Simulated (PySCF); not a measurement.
Sb(Cl)3 cation (Cl₃Sb), SMILES [Cl][Sb]([Cl])[Cl] (connectivity only; charge and spin as stated), charge +1, multiplicity 2.

Geometry: r2SCAN-D4/def2-SVP. The spin state was assumed, not searched. The isomer is the one that the SMILES or the coordinates give; other isomers of the formula were not compared. The def2 effective core potentials stand for the cores of Sb; spin–orbit coupling is left out.

Level of theory: IEF-PCM-B3LYP/def2-SVP (PySCF).

The values are the electrostatic part of the solvation free energy, E(continuum) − E(gas) at the gas-phase geometry, in a cavity of scaled van der Waals radii (PySCF's table); cavitation and dispersion terms are not included. A continuum can't describe solvent molecules that bind to the metal.

| solvent | ε | ΔG(elec) (kcal/mol) |
|---|---|---|
| water | 78.36 | -58.9 |
| chlorobenzene | 5.70 | -48.6 |
| acetone | 20.49 | -56.6 |
